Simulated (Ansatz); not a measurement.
```yaml
crystal:
  periodic: [false, false, false]
  atoms:
    - {symbol: Si, position_ang: [-1.492944, 1.451346, 0.818964]}
    - {symbol: O, position_ang: [0.090864, 1.127245, 0.576754]}
    - {symbol: C, position_ang: [0.415823, -0.265635, 0.380687]}
    - {symbol: Si, position_ang: [2.214426, -0.427241, -0.109868]}
    - {symbol: In, position_ang: [-0.910439, -1.139668, -1.176473]}
    - {symbol: H, position_ang: [-1.736420, 2.898717, 0.637169]}
    - {symbol: H, position_ang: [-2.257897, 0.660735, -0.224103]}
    - {symbol: H, position_ang: [-1.990235, 0.978893, 2.137100]}
    - {symbol: H, position_ang: [0.248888, -0.821452, 1.313245]}
    - {symbol: H, position_ang: [3.152649, 0.094295, 0.921873]}
    - {symbol: H, position_ang: [2.466637, 0.286314, -1.389389]}
    - {symbol: H, position_ang: [2.479060, -1.881586, -0.315365]}
    - {symbol: H, position_ang: [-0.888959, -0.375530, -2.722830]}
    - {symbol: H, position_ang: [-1.791446, -2.586453, -0.847765]}
basis:
  gaussian: {orbitals: def2-TZVPD, final_grid: {core_spheres: 1, valence_spheres: 1, degree: 3}}
hamiltonian: {xc: {name: r2SCAN}}
```

```sh
$ ansatz run in.yaml --threads 2 --pin off --events-out ev --progress --plain --max-ram 32768MiB --backend cuda --devices 0, --max-vram 18GiB
```

It prints (some lines left out):

```
Functional definition: r2SCAN
1798 factors; their error is unknown
mean field evaluation 1: about -24151.0880 eV, gradient 6.4e1 eV
mean field evaluation 2: about -24057.3434 eV, gradient 1.8e2 eV
mean field evaluation 4: about -24159.1310 eV, gradient 1.7e1 eV
mean field evaluation 8: about -24118.2023 eV, gradient 4.3e2 eV
mean field evaluation 16: about -24456.2090 eV, gradient 8.6e1 eV
mean field evaluation 32: about -24571.1848 eV, gradient 3.2e-1 eV
a density is far from that of the atoms, so the factors are made again for it
3121 factors; integrals over basis functions are off by at most 1.1e-4 eV
mean field evaluation 160: about -24159.7505 eV, gradient 1.5e-1 eV
mean field -24563.99027888 eV, -902.7099926784 hartree, gradient 2.0e-5 eV, S^2 0.000000; 0 other end points of the search recorded, 0 dependent functions left out
reference -24563.99027931 eV, -902.7099926940 hartree; 36, 36 occupied and 264, 264 virtual orbitals, 3121 factors
Total energy: -24563.99027931 eV, -902.7099926940 hartree
```

Problem. What is wrong with this run?

Solution. The integration grid is far too coarse. Self-consistency was reached. The result belongs to that input, not to the molecule as meant.
